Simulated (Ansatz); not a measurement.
`[CH3][Al-]([CH3])([Cl])[OH+][SiH3]`. The species carries charge 0 and has multiplicity 1.

| atom | x (Å) | y (Å) | z (Å) |
| --- | --- | --- | --- |
| C1 | -0.115 | 2.336 | -0.182 |
| Al2 | -0.874 | 0.540 | -0.130 |
| C3 | -0.761 | -0.686 | -1.652 |
| Cl4 | -2.668 | 0.334 | 1.079 |
| O5 | 0.180 | -0.420 | 1.268 |
| Si6 | 1.458 | -1.513 | 1.085 |
| H7 | -0.680 | 2.984 | -0.860 |
| H8 | -0.125 | 2.814 | 0.801 |
| H9 | 0.921 | 2.330 | -0.540 |
| H10 | 0.255 | -0.768 | -2.054 |
| H11 | -1.108 | -1.695 | -1.408 |
| H12 | -1.389 | -0.329 | -2.476 |
| H13 | -0.483 | -0.578 | 1.956 |
| H14 | 0.933 | -2.825 | 0.648 |
| H15 | 2.327 | -0.894 | 0.066 |
| H16 | 2.130 | -1.629 | 2.399 |

Task: What are the harmonic wavenumbers in cm⁻¹ at PBE0-D4/def2-TZVP (Ansatz, finite differences of forces, unscaled)? (Best estimate.)

Result: The calculation gave: 37, 72, 89, 98, 119, 127, 145, 169, 179, 203, 343, 407, 447, 592, 597, 612, 678, 702, 708, 722, 743, 817, 940, 949, 967, 1037, 1222, 1223, 1439, 1444, 1447, 1451, 2259, 2271, 2296, 3028, 3032, 3102, 3107, 3113, 3119, 3750.

Task: Is this a minimum?

Result: Yes, all 42 modes are real.

Task: Give the ideal-gas thermochemistry at 298.15 K and 1 bar (rigid rotor, harmonic oscillator; point group C1, symmetry number 1).

Result: Zero-point energy 297.9 kJ/mol; H(298) − E = 332.0 kJ/mol; entropy 456.7 J/(mol·K), of which translation 170.5, rotation 123.1, vibration 163.0; G(298) − E = 195.8 kJ/mol. Modes under 100 cm⁻¹ are hindered rotations or soft bends, so the harmonic entropy is rough.
